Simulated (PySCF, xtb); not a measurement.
CClF, SMILES F[C]Cl (connectivity only; charge and spin as stated), neutral, multiplicity 1.

GFN2-xTB (xtb) at its own geometry gives an orbital gap of 2.13 eV and a dipole moment of 1.64 D.

Geometry optimised at ωB97X-D3(BJ)/def2-TZVP. The isomer is the one that the SMILES or the coordinates give; other isomers of the formula were not compared.

### Question
What does PBE0/def2-TZVPD in PySCF give? (An estimate is asked for; the answer gives what the named calculation found.)

### Answer
gap 5.16 eV (levels -8.16 and -2.99 eV), dipole 0.82 D.
